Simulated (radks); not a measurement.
The numbers below are computed, except where a source is named.
Excited configurations of the silicon ion Si3+: one electron is placed in a higher orbital outside [Ne]. The ground configuration is [Ne] 3s1. Code: a radial shooting solver on a logarithmic mesh with Libxc functionals. Model: scalar-relativistic Kohn-Sham, PBE, spin-polarised, spherical densities, point nucleus; open shells are filled with parallel spins first. Excitation = E - E(ground); binding = E(ion) - E, where the ion is the core of charge +4; n* = 4/sqrt(2 binding) in atomic units, and the quantum defect is n - n*.

| outer orbital | excitation (eV) | binding (eV) | eigenvalue (eV) | <r> (bohr) |
|---|---|---|---|---|
| 3d | 19.964 | 25.709 | -21.704 | 2.416 |
| 4p | 26.696 | 18.977 | -16.856 | 4.175 |
| 4d | 30.700 | 14.973 | -13.108 | 4.803 |
| 5s | 32.767 | 12.905 | -11.633 | 6.475 |
| 5d | 36.021 | 9.652 | -8.603 | 7.912 |
| 5f | 36.578 | 9.094 | -8.033 | 7.650 |
| 6s | 37.181 | 8.491 | -7.694 | 9.862 |
| 6p | 37.920 | 7.752 | -7.009 | 10.58 |
| 6f | 39.269 | 6.404 | -5.726 | 11.58 |
| 7s | 39.657 | 6.016 | -5.473 | 13.96 |
| 7f | 40.921 | 4.752 | -4.282 | 16.21 |

The Delta-SCF ionisation energy is 45.673 eV (NIST Atomic Spectra Database: 45.142 eV, measured). Self-interaction in the functional shifts the binding energies and quantum defects, so they are the method's values and not measured ones.
